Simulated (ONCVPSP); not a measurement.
**Before and after: ONCV potential for B**

* Element: B (Z = 5)
* Generator: ONCVPSP 4.0.1
* Type: optimised norm-conserving Vanderbilt (ONCV)
* Functional: LDA (Perdew-Zunger)
* Relativity: scalar-relativistic
* Frozen core: [He]
* Valence charge: 3
* Reference configuration: 2s2 2p1
* Partial waves: 2s: rc 1.25 bohr, ncon 4, nbas 8, qcut 4.8 1/bohr, 2 projectors, debl 2.1 Ha; 2p: rc 2.05 bohr, ncon 5, nbas 9, qcut 3.9 1/bohr, 1 projector
* Local potential: polynomial inside 1.05 bohr (lpopt 5, dvloc0 0 Ha)
* Core correction: polynomial model core, fcfact 0.75

All-electron outer shells of the reference configuration (LDA (Perdew-Zunger), scalar-relativistic, ld1.x):

| shell | level (eV) | outermost node (bohr) | outermost maximum (bohr) |
| --- | --- | --- | --- |
| 1s | -178.66 | – | 0.21 |
| 2s | -9.39 | 0.46 | 1.52 |
| 2p | -3.72 | – | 1.55 |

Change: p: rc 2.46.

Cutoffs: the cutoffs (Ha) at which the residual kinetic energy of the hardest occupied pseudo-wave falls to 1 and 0.1 mHa per electron; they do not see the model core or the augmentation charge, which bear on the density cutoff. Errors are all-electron minus pseudo energies relative to the spin-unpolarised reference configuration.

Question: How do hardness, ghosts and transferability respond?

Answer: The potential gets softer (21 Ha and 56 Ha → 12 Ha and 50 Ha); of the 4 tests that both files solve, the error grows in 4 and shrinks in 0 by more than 15 % and 0.3 meV (median size 17.0 → 30.1 meV); neither file shows a bound ghost. A larger radius leaves more room for a smooth pseudo-wave, so fewer plane waves are needed. More of the atom is replaced by a form fitted at one configuration, so other configurations suffer.

```csv
quantity,base,changed
"cutoff, loose",21 Ha,12 Ha
"cutoff, tight",56 Ha,50 Ha
loose cutoff by channel,"s 12 Ha, p 21 Ha","s 12 Ha, p 7.7 Ha"
bound ghosts,none,none
GHOST(+) flags under 300 eV,none,none
"error for 2s2 2p0, meV [ΔE 8.33 eV]",+30,+53
"error for 2s1 2p0, meV [ΔE 33.63 eV]",+108,+173
"error for 2s2 2p0.5, meV [ΔE 2.94 eV]",+3.9,+7.2
"error for 2s1 2p2, meV [ΔE 5.69 eV]",+0.1,-5.0
s: phases at 1.27 bohr within 0.05 rad from the reference energy up to (Ha; the scan ends near 5),to the end of the scan,to the end of the scan
"rms error of d²Exc/dni dnj with the model core, mHa",1.10,1.16
```

Changed file: The cutoffs count occupied waves only; projector 2 of the s channel, the hardest unoccupied one, needs 46 Ha at the loose tolerance.
